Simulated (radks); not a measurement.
Values are calculated unless marked as measured or tabulated.
The gold ion Au4+, configuration [Kr] 4d10 4f14 5s2 5p5.75 5d7 5f0.25 (fractional occupations, a model configuration).

Level of theory: Dirac Kohn-Sham, BLYP, spin-unpolarised, spherical densities, finite nucleus; open shells fill j = l - 1/2 first; Fermi nuclear charge, rms radius 5.4371 fm (a radial shooting solver on a logarithmic mesh with Libxc functionals).

Energy parts (eV):
part                       energy
total                  -518104.44
kinetic                 594852.66
electron-nucleus      -1300572.42
Hartree                 197535.85
exchange-correlation     -9920.53

Orbitals (lengths in bohr, moments of r in powers of bohr; <r^-3> diverges for s and p1/2; r(90%) holds 90 % of the orbital's charge):
1s1/2: occ. 2; eigenvalue (eV) -80672.70; r(90%) 0.0308; <1/r> 95.68
2s1/2: occ. 2; eigenvalue (eV) -14269.11; r(90%) 0.110; <1/r> 23.52
2p1/2: occ. 2; eigenvalue (eV) -13690.49; r(90%) 0.0967; <1/r> 23.49
2p3/2: occ. 4; eigenvalue (eV) -11854.47; r(90%) 0.108; <1/r> 19.14; <r^-3> 20520
3s1/2: occ. 2; eigenvalue (eV) -3409.366; r(90%) 0.270; <1/r> 8.634
3p1/2: occ. 2; eigenvalue (eV) -3148.106; r(90%) 0.261; <1/r> 8.550
3p3/2: occ. 4; eigenvalue (eV) -2742.964; r(90%) 0.283; <1/r> 7.416; <r^-3> 4769
3d3/2: occ. 4; eigenvalue (eV) -2307.357; r(90%) 0.256; <1/r> 7.314; <r^-3> 832.9
3d5/2: occ. 6; eigenvalue (eV) -2220.263; r(90%) 0.263; <1/r> 7.056; <r^-3> 690.8
4s1/2: occ. 2; eigenvalue (eV) -782.6295; r(90%) 0.584; <1/r> 3.654
4p1/2: occ. 2; eigenvalue (eV) -671.0136; r(90%) 0.595; <1/r> 3.545
4p3/2: occ. 4; eigenvalue (eV) -573.8033; r(90%) 0.643; <1/r> 3.151; <r^-3> 1147
4d3/2: occ. 4; eigenvalue (eV) -390.7447; r(90%) 0.675; <1/r> 2.948; <r^-3> 179.7
4d5/2: occ. 6; eigenvalue (eV) -372.6375; r(90%) 0.691; <1/r> 2.857; <r^-3> 145.6
4f5/2: occ. 6; eigenvalue (eV) -137.8070; r(90%) 0.793; <1/r> 2.484; <r^-3> 30.34
4f7/2: occ. 8; eigenvalue (eV) -133.9855; r(90%) 0.805; <1/r> 2.448; <r^-3> 28.82
5s1/2: occ. 2; eigenvalue (eV) -161.9086; r(90%) 1.31; <1/r> 1.490
5p1/2: occ. 2; eigenvalue (eV) -125.2411; r(90%) 1.43; <1/r> 1.369
5p3/2: occ. 3.75; eigenvalue (eV) -108.0846; r(90%) 1.56; <1/r> 1.230; <r^-3> 200.1
5d3/2: occ. 4; eigenvalue (eV) -57.4657; r(90%) 2.03; <1/r> 0.9601; <r^-3> 20.58
5d5/2: occ. 3; eigenvalue (eV) -55.4368; r(90%) 2.08; <1/r> 0.9304; <r^-3> 16.41
5f5/2: occ. 0.25; eigenvalue (eV) -19.2138; r(90%) 4.58; <1/r> 0.4055; <r^-3> 0.5349
5f7/2: occ. 0; eigenvalue (eV) -19.1528; r(90%) 4.60; <1/r> 0.4026; <r^-3> 0.5162
6s1/2: occ. 0; eigenvalue (eV) -45.6136; r(90%) 3.06; <1/r> 0.5991
6p1/2: occ. 0; eigenvalue (eV) -36.5292; r(90%) 3.47; <1/r> 0.5254
6p3/2: occ. 0; eigenvalue (eV) -33.8079; r(90%) 3.72; <1/r> 0.4863; <r^-3> 32.59
6d3/2: occ. 0; eigenvalue (eV) -22.1849; r(90%) 4.92; <1/r> 0.3733; <r^-3> 3.494
6d5/2: occ. 0; eigenvalue (eV) -21.8336; r(90%) 4.99; <1/r> 0.3677; <r^-3> 2.899

The highest occupied level is 5f5/2 at -19.214 eV. The configuration is held as typed, so some empty levels lie below it. The density falls to 0.001 e/bohr^3 at r = 3.31 bohr.
